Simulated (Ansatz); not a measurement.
Appearance energy of a fragment ion: C9H20 → [C4H9]+ + C5H11 + e⁻

Gas-phase species: C9H20 (2,2,3,3-tetramethylpentane) `CCC(C)(C)C(C)(C)C`, singlet; [C4H9]+ `C[C+](C)C`, singlet; C5H11 (2-methylbut-2-yl radical) `CC[C](C)C`, doublet. 

Shapes, held fixed at every level: PBE0-D4/def2-TZVP. Flexible molecules stand in one conformer, not always the lowest. Programs: Ansatz 0.2.0. Electronic energies: no zero-point or thermal term.

| level | kind | ΔE (eV) | less CCSD(T)/CBS estimate |
| --- | --- | --- | --- |
| MP2/def2-SVP | perturbation theory | +10.51 | +0.03 |
| HF/def2-TZVPP | Hartree–Fock | +7.96 | -2.52 |
| SPW92/def2-TZVPP | LDA | +10.48 | 0.00 |
| PBE-D4/def2-TZVPP | GGA | +9.79 | -0.69 |
| BHLYP-D4/def2-TZVPP | global hybrid | +9.75 | -0.73 |
| r2SCAN0-D4/def2-TZVPP | global hybrid | +9.86 | -0.62 |
| CCSD/def2-SVP | coupled cluster or CI | +10.12 | -0.36 |
| CCSD(T)/CBS estimate | coupled cluster or CI | +10.48 | 0.00 |

The highest level, CCSD(T)/CBS estimate, gives ΔE = +10.48 eV; the levels span +7.96 to +10.51. The column of differences is taken from that level and isn't an error. No measured value is set beside it here. Open shells run unrestricted. The CBS estimate extrapolates MP2 from def2-TZVPP and def2-QZVPP and adds CCSD(T) − MP2 in the triple-zeta set, cores frozen. The onset seen in experiment also holds zero-point changes and kinetic shifts.
